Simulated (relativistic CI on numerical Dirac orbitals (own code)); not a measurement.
**S V: calculation against measurement**

Computed by Dirac-Coulomb-Breit CI, separate exchange-only KLI orbitals for each configuration, a model potential for QED, valence Slater integrals scaled by 0.85, configuration energies shifted to the measured levels that pair with them (semi-empirical) (own radial code, finite nucleus).

Configurations in the expansion (outside the closed core [Ne]): 3s2, 3s 3p, 3p2, 3s 3d, 3s 4s, 3p 3d, 3s 4p, 3s 4d, 3s 4f, 3p 4s, 3s 5p, 3p 4p, 3s 5d, 3s 5f, 3s 5g, 3s 6s, 3s 6p, 3s 6d, 3d2, 3d 4s, 3s 5s, 4s2. Levels of other configurations are missing.

| Configuration | Term (tabulated) | J | Measured (cm⁻¹) | Computed | Error | Purity (%) |
| --- | --- | --- | --- | --- | --- | --- |
| 3s2 | 1S | 0 | 0.0 | 0 | 0 | 97 |
| 3s 3p | 3P° | 0 | 83024.0 | 83044 | 20 | 100 |
| 3s 3p | 3P° | 1 | 83393.5 | 83403 | 9 | 100 |
| 3s 3p | 3P° | 2 | 84155.2 | 84146 | -9 | 100 |
| 3s 3p | 1P° | 1 | 127150.7 | 125142 | -2008 | 96 |
| 3p2 | 1D | 2 | 193739.1 | 194623 | 884 | 75 |
| 3p2 | 3P | 0 | 199967.2 | 199974 | 7 | 99 |
| 3p2 | 3P | 1 | 200370.6 | 200371 | 0 | 99 |
| 3p2 | 3P | 2 | 201146.0 | 201131 | -15 | 99 |
| 3s 3d | 3D | 1 | 234941.5 | 234945 | 3 | 100 |
| 3s 3d | 3D | 2 | 234947.1 | 234944 | -3 | 100 |
| 3s 3d | 3D | 3 | 234956.0 | 234946 | -10 | 100 |
| 3p2 | 1S | 0 | 235350.0 | 233508 | -1842 | 94 |
| 3s 3d | 1D | 2 | 270700.4 | 270839 | 138 | 75 |
| 3s 4s | 3S | 1 | 311595.1 | 311748 | 152 | 99 |
| 3s 4s | 1S | 0 | 320108.0 | 319956 | -152 | 98 |
| 3p 3d | 3F° | 2 | 323132.6 | 324420 | 1287 | 99 |
| 3p 3d | 3F° | 3 | 323547.3 | 324824 | 1277 | 99 |
| 3p 3d | 3F° | 4 | 324080.1 | 325344 | 1264 | 99 |
| 3p 3d | 1D° | 2 | 328454.3 | 329224 | 770 | 99 |
| 3p 3d | 3P° | 2 | 345338.2 | 345328 | -10 | 96 |
| 3p 3d | 3P° | 1 | 345712.8 | 345705 | -8 | 96 |
| 3p 3d | 3P° | 0 | 345953.0 | 345953 | 0 | 99 |
| 3p 3d | 3D° | 1 | 347841.1 | 347584 | -257 | 97 |
| 3p 3d | 3D° | 2 | 348010.2 | 347743 | -267 | 97 |
| 3p 3d | 3D° | 3 | 348131.5 | 347847 | -284 | 100 |
| 3s 4p | 3P° | 0 | 349122.2 | 349095 | -27 | 99 |
| 3s 4p | 3P° | 1 | 349161.1 | 349188 | 27 | 97 |
| 3s 4p | 3P° | 2 | 349478.3 | 349448 | -31 | 99 |
| 3s 4p | 1P° | 1 | 349534.4 | 350100 | 566 | 90 |
| 3p 3d | 1F° | 3 | 366862.0 | 369163 | 2301 | 86 |
| 3s 4d | 3D | 1 | 396025.5 | 396027 | 2 | 98 |
| 3s 4d | 3D | 2 | 396039.5 | 396038 | -2 | 98 |
| 3s 4d | 3D | 3 | 396060.6 | 396055 | -6 | 98 |
| 3s 4d | 1D | 2 | 397605.2 | 397844 | 239 | 96 |
| 3s 4f | 3F° | 2 | 410909.6 | 410909 | 0 | 99 |
| 3s 4f | 3F° | 3 | 410912.1 | 410912 | 0 | 99 |
| 3s 4f | 3F° | 4 | 410918.1 | 410918 | -1 | 99 |
| 3s 4f | 1F° | 3 | 417984.9 | 418563 | 578 | 87 |
| 3p 4s | 3P° | 0 | 420742.2 | 420730 | -12 | 99 |
| 3p 4s | 3P° | 1 | 421056.8 | 421069 | 12 | 98 |
| 3p 4s | 3P° | 2 | 421943.4 | 421922 | -21 | 99 |
| 3p 4s | 1P° | 1 | 424526.0 | 425829 | 1303 | 81 |
| 3s 5p | 3P° | 2 | 445498.1 | 444389 | -1109 | 100 |
| 3s 5p | 1P° | 1 | 447925.9 | 449035 | 1109 | 86 |
| 3p 4p | 1P | 1 | 450091.5 | 450217 | 126 | 93 |
| 3p 4p | 3D | 1 | 452083.8 | 452088 | 5 | 86 |
| 3p 4p | 3D | 2 | 452446.8 | 452442 | -5 | 92 |
| 3p 4p | 3D | 3 | 453194.7 | 453195 | 0 | 92 |
| 3p 4p | 3P | 0 | 457665.5 | 457475 | -190 | 100 |
| 3p 4p | 1D | 2 | 460223.4 | 460016 | -207 | 63 |
| 3s 5d | 3D | 1 | 468048.2 | 468050 | 2 | 95 |
| 3s 5d | 3D | 2 | 468076.9 | 468075 | -2 | 95 |
| 3s 5d | 3D | 3 | 468132.1 | 468116 | -16 | 94 |
| 3s 5d | 1D | 2 | 470229.4 | 471090 | 861 | 66 |
| 3p 4p | 1S | 0 | 472526.1 | 474730 | 2204 | 78 |
| 3s 5f | 3F° | 2 | 473926.0 | 473926 | 0 | 100 |
| 3s 5f | 3F° | 3 | 473926.5 | 473927 | 0 | 100 |
| 3s 5f | 3F° | 4 | 473929.5 | 473928 | -2 | 100 |
| 3s 5g | 1G | 4 | 474476.8 | 474332 | -145 | 98 |
| 3s 5g | 3G | 3 | 474507.3 | 474518 | 11 | 100 |
| 3s 5g | 3G | 4 | 474515.6 | 474518 | 3 | 100 |
| 3s 5g | 3G | 5 | 474521.7 | 474519 | -3 | 100 |
| 3s 5f | 1F° | 3 | 475802.5 | 476731 | 929 | 98 |
| 3s 6s | 3S | 1 | 483653.6 | 483654 | 0 | 100 |
| 3s 6p | 3P° | 0 | 490000.8 | 490000 | -1 | 100 |
| 3s 6p | 3P° | 1 | 490022.6 | 490027 | 5 | 100 |
| 3s 6p | 3P° | 2 | 490084.8 | 490086 | 1 | 100 |
| 3s 6p | 1P° | 1 | 492706.0 | 491402 | -1304 | 99 |
| 3s 6d | 3D | 1 | 504296.5 | 504296 | 0 | 100 |

Measured levels from NIST levels in Podobedova, Kelleher and Wiese, J. Phys. Chem. Ref. Data 38, 171 (2009); Martin, Zalubas and Musgrove, J. Phys. Chem. Ref. Data 19, 821 (1990); pairs were made by configuration, J and term (by order where the table uses no LS term), so strongly mixed levels may be paired wrongly.

Mean error by configuration (cm⁻¹): 3s 3p -497; 3p2 -193; 3s 3d 32; 3s 4s 0; 3p 3d 552; 3s 4p 134; 3s 4d 58; 3s 4f 144; 3p 4s 320; 3s 5p 0; 3p 4p 276; 3s 5d 211; 3s 5f 232; 3s 5g -34; 3s 6s 0; 3s 6p -325; 3s 6d 0. Over the excited levels the mean absolute error is 348 cm⁻¹ (69 of the 69 excited levels that our extract of the source holds in range could be paired), and the median relative error of those above 1,000 cm⁻¹ is 0.0076 %, both after the shifts were fitted to these levels, so that a configuration with one level shows no error.

Configurations whose levels could be paired with our table of measured levels were shifted onto them, all but the ground configuration, by the median error of their levels; single terms can still be off by 1,000 to 2,000 cm⁻¹ or more, and rates follow the energies as ν³ (E1, M1) or ν⁵ (E2). The others borrow a shift and can be off by several thousand cm⁻¹ or more. 69 of the 69 excited levels that our extract of the measured tables holds in this range could be paired (the sources list more); they are missed by 348 cm⁻¹ on average and 2301 at most, after the shifts were fitted to these levels, and levels without a partner can miss by more.

Shifts applied (cm⁻¹): 3s2 0; 3s 3p 1201; 3p2 643; 3s 3d -330; 3s 4s 1038; 3p 3d 609; 3s 4p -75; 3s 4d 68; 3s 4f -3569; 3p 4s 198; 3s 5p -1486; 3p 4p 174; 3s 5d -254; 3s 5f -2513; 3s 5g -2831; 3s 6s -188; 3s 6p -2672; 3s 6d -527.
